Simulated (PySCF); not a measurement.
HOSi, SMILES [OH+]=[Si] (connectivity only; charge and spin as stated), charge +1, multiplicity 1. Coordinates come from a B3LYP-D3(BJ)/def2-TZVPD optimisation. The isomer is the one that the SMILES or the coordinates give; other isomers of the formula were not compared.

TDA-CAM-B3LYP/def2-TZVPD (PySCF 2.14.0) puts the lowest singlet excitations at 7.55, 7.71, 7.71, 7.93, 7.93, 9.62 eV and the lowest triplet (TDA) at 4.75 eV.

Problem. What are the lowest singlet roots from EOM-CCSD/aug-cc-pVDZ (PySCF)? (An estimate is asked for; the answer gives what the named calculation found.)

Solution. 7.77, 7.77, 7.87, 7.87, 7.92, 9.33 eV; triplets 4.87, 4.87, 7.17 eV. S1 differs by 0.21 eV (second minus first; roots are paired by order, and the bases may differ).
